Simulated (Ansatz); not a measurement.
Isolated molecules relaxed with PBE0-D4/def2-TZVP in Ansatz; ΔE leaves out vibrations. CCSD(T)/CBS is the MP2 limit (def2-TZVPP, def2-QZVPP) plus CCSD(T) − MP2 in def2-TZVPP, frozen cores. This one scheme is used for every species, atoms too. Functionals use def2-TZVPP. HSE06 is defined as in plane-wave codes. Open shells (•) are unrestricted, without spin–orbit coupling. Spin–orbit coupling would lower the free atoms: a little for C, Cl, F; strongly for Sn. def2 core potentials past Kr. For Sn outer-core shells are correlated without core-valence functions, so the limit isn't a true one: a few kJ/mol of doubt a bond, and 10 to 20 or more in all where bonds break to atoms. One conformer a species, not always the lowest.

`CC[N](C)[SnH]([F])[Cl]` → 3 C• + Cl• + F• + 9 H• + N• + Sn•  (atomization)

```csv
level,ΔE (eV),difference from CCSD(T)/CBS
r2SCANh-D4,59.08,-0.63
r2SCAN0-D4,58.54,-1.17
HSE06-D4,59.55,-0.16
ωB97X-V,59.73,0.02
ωB97M-V,59.56,-0.15
B2PLYP,58.64,-1.07
PBE-QIDH,59.02,-0.69
BLYP,58.33,-1.38
r2SCAN0,58.41,-1.30
LC-ωPBE,59.22,-0.49
CCSD(T)/def2-SVP,56.14,-3.57
HF/def2-TZVPP,42.66,-17.05
SCS-MP2/def2-TZVPP,58.46,-1.25
CCSD/def2-TZVPP,57.03,-2.68
MP2/def2-QZVPP,59.77,0.06
CCSD/CBS(def2),58.77,-0.94
CCSD(T)/CBS,59.71,0
```

Largest T1 diagnostic among the species: 0.013.

The D4 term adds +0.70 eV with B3LYP and +0.37 eV with PBE0; it sums over pairs of atoms, weighted by their polarisabilities, and B3LYP, whose exchange is more repulsive, gets the larger term. From r2SCAN to r2SCAN0 (25 % exact exchange), in def2-TZVPP and without D4, ΔE moves by −0.94 eV: exact exchange takes away binding that semilocal exchange gives to molecules. At CCSD(T), def2-SVP lies −3.57 eV from the extrapolated value and def2-TZVPP −1.74 eV: correlation converges slowly with the basis, and small sets miss more of it in the bonded molecule than in its fragments.

B3LYP here is the variant with VWN-RPA as its local correlation; programs differ in this.

For atomizations the MP2-based limit and the directly extrapolated one differ by several kJ/mol either way, and by 10 to 25 for some Ge, Se and Sn compounds, so smaller differences from it don't rank the levels.
